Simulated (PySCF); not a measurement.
Species: C6H6N2O.
SMILES with atom numbers: `[H]/[N:1]=[CH:2]\[c:3]1[cH:4][cH:5][n+:6]([O-:7])[cH:8][cH:9]1`

Cartesian coordinates in Å at the GFN2-xTB level; atoms count from 1:
```
atom  x, y, z in Å
N1     3.034   -0.687   -0.178
C2     2.183    0.206    0.075
C3     0.723    0.131    0.043
C4     0.025   -1.031   -0.301
C5    -1.344   -1.047   -0.316
N6    -2.077    0.051   -0.003
O7    -3.327    0.014   -0.024
C8    -1.419    1.189    0.333
C9    -0.051    1.252    0.362
H10    2.656   -1.596   -0.443
H11    2.586    1.176    0.358
H12    0.555   -1.936   -0.559
H13   -1.919   -1.922   -0.576
H14   -2.053    2.029    0.572
H15    0.426    2.180    0.635
```

NICS is the negative of the GIAO shielding at a point without a nucleus: at the ring centre (0) and 1 Å above and below it (1); zz is the component along the ring normal. Level: GIAO PBE0/pcSseg-1 (PySCF, non-relativistic, gas phase) on the GFN2-xTB geometry, one conformer.

Ring bond lengths (Å), with Mayer bond orders in brackets: C3–C4 1.399 (1.32), C4–C5 1.369 (1.50), C5–N6 1.357 (1.11), N6–C8 1.357 (1.12), C8–C9 1.370 (1.46), C9–C3 1.399 (1.32).

Task: What do the NICS probes read (ppm)?

Result: 
```
             ring                                               type  NICS(0)  NICS(1), two faces  NICS(1)zz, two faces  rms pucker (Å)  centre to ring atoms, mean (Å)
C3–C4–C5–N6–C8–C9  6-membered ring with N; formal bonds all aromatic     -5.9         -8.3 / -8.3         -19.9 / -19.9            0.00                            1.37
```

Task: What can be read from them?

Result: 
- C3–C4–C5–N6–C8–C9: mean NICS(1)zz -19.9 ppm, shielded.

Task: How equal are the bonds by HOMA? HOMA = 1 − mean of α(R − Ropt)² over the ring bonds, with Krygowski's 1993 parameters (CC: Ropt 1.388 Å, α 257.7 Å⁻²; CN: Ropt 1.334 Å, α 93.52 Å⁻²).

Result: 
- C3–C4–C5–N6–C8–C9: HOMA 0.94; the largest term is that of C4–C5, α(R − Ropt)² = 0.09.

Task: At the second NICS(1) probe listed for ring C3–C4–C5–N6–C8–C9, 1 Å off the ring, how large is the induced field along the normal in 7.05 T applied along it?

Result: NICSzz × B0 = -19.9 ppm × 7.05 T = -140 μT, against the applied field.

Task: Give the inner angles of the rings and the Hirshfeld charges of the ring atoms.

Result: 
- C3–C4–C5–N6–C8–C9: C3 116.5° (-0.018 e), C4 120.7° (-0.037 e), C5 121.9° (+0.004 e), N6 118.2° (+0.129 e), C8 121.9° (+0.002 e), C9 120.7° (-0.035 e); sum 720.0° against 720° for a flat convex ring.
